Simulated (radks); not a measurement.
Problem. The mean radii <r> (bohr) of the occupied orbitals of an atom or ion are listed with their occupations. Calculated with a radial shooting solver on a logarithmic mesh with Libxc functionals: Dirac Kohn-Sham, PBE, spin-unpolarised, spherical densities, finite nucleus; Fermi nuclear charge, rms radius of each element as measured or else 0.836 A^(1/3) + 0.57 fm.

| orbital | occ. | <r> |
|---|---|---|
| 1s1/2 | 2 | 0.01835 |
| 2s1/2 | 2 | 0.07695 |
| 2p1/2 | 2 | 0.06365 |
| 2p3/2 | 4 | 0.07161 |
| 3s1/2 | 2 | 0.2006 |
| 3p1/2 | 2 | 0.1905 |
| 3p3/2 | 4 | 0.2053 |
| 3d3/2 | 4 | 0.1797 |
| 3d5/2 | 6 | 0.1842 |
| 4s1/2 | 2 | 0.4495 |
| 4p1/2 | 2 | 0.4546 |
| 4p3/2 | 4 | 0.4878 |
| 4d3/2 | 4 | 0.5047 |
| 4d5/2 | 6 | 0.5161 |
| 5s1/2 | 2 | 1.061 |
| 5p1/2 | 1.66667 | 1.162 |
| 5p3/2 | 3.33333 | 1.259 |
| 4f5/2 | 6 | 0.5995 |
| 4f7/2 | 8 | 0.6088 |
| 5d3/2 | 1.6 | 1.731 |
| 5d5/2 | 2.4 | 1.780 |
| 6p1/2 | 0.333333 | 3.165 |
| 6p3/2 | 0.666667 | 3.390 |

Name the element and its charge. Open shells, if any, are shared by 2j + 1.

Solution. Z = 74, tungsten, charge +2: W2+ in [Kr] 4d10 4f14 5s2 5p5 5d4 6p1. The 1s radius gives Z: for a bare nucleus <r> = (2 gamma + 1)/(2Z) with gamma = sqrt(1 - (Z/c)^2), 0.01813 bohr for Z = 74, and screening makes it slightly larger (0.01835 here). The occupations add up to 72, and the charge is Z minus that.
